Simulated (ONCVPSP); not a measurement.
Before and after: ONCV potential for boron (B)

ONCVPSP 4.0.1 input, shortened (lines: element, Z, core and valence counts, functional; n l f; lmax; l rc ep ncon nbas qcut; lloc lpopt rc5 dvloc0; l nproj debl; icmod fcfact rcfact), LDA (Perdew-Wang 92), non-relativistic:

```
  B 5.00    1    2  -001012      upf
    1    0    2.00
    2    0    1.75
    2    1    1.25
    2
    0    1.70    0.00    3    7    3.10
    1    2.35    0.00    4    8    7.30
    2    2.00    0.22    3    7    4.30
    4    5    1.60    3.00
    0    2    2.20
    1    2    3.00
    2    3    3.80
    0    0.00    0.00
```

All-electron outer shells of the reference configuration (LDA (PZ), non-relativistic, ld1.x):

```csv
shell,level (eV),outermost node (bohr),outermost maximum (bohr)
1s,-178.88,–,0.21
2s,-9.51,0.46,1.52
2p,-3.84,–,1.55
```

Change: local potential polynomial inside 1.60 bohr (lpopt 5, dvloc0 -1 Ha).

Cutoffs: the cutoffs (Ha) at which the residual kinetic energy of the hardest occupied pseudo-wave falls to 1 and 0.1 mHa per electron; they do not see the model core or the augmentation charge, which bear on the density cutoff. Errors are all-electron minus pseudo energies relative to the spin-unpolarised reference configuration.

Predict the effect on cutoff, ghosts and configuration errors.

The potential gets neither clearly harder nor softer (12 Ha and 47 Ha → 12 Ha and 47 Ha); of the 4 tests that both files solve, the error grows in 0 and shrinks in 1 by more than 15 % and 0.3 meV (median size 27.6 → 26.4 meV); the range in which the p phases agree narrows (upper end 4.6 → 0.3); neither file shows a bound ghost.

| quantity | base | changed |
| --- | --- | --- |
| cutoff, loose | 12 Ha | 12 Ha |
| cutoff, tight | 47 Ha | 47 Ha |
| bound ghosts | none | none |
| GHOST(+) flags under 300 eV | none | none |
| error for 2s2 2p1, meV [ΔE -1.42 eV] | -0.3 | -0.3 |
| error for 2s2 2p0, meV [ΔE 6.91 eV] | +47 | +47 |
| error for 2s1 2p0, meV [ΔE 32.20 eV] | +138 | +139 |
| error for 2s2 2p0.5, meV [ΔE 1.52 eV] | +8.7 | +6.3 |
| s: phases at 1.73 bohr within 0.05 rad from the reference energy up to (Ha; the scan ends near 5) | 3.5 | 3.5 |
| p: phases at 2.39 bohr within 0.05 rad from the reference energy up to (Ha; the scan ends near 5) | 4.6 | 0.3 |
| d: phases at 2.03 bohr within 0.05 rad from the reference energy up to (Ha; the scan ends near 5) | to the end of the scan | to the end of the scan |
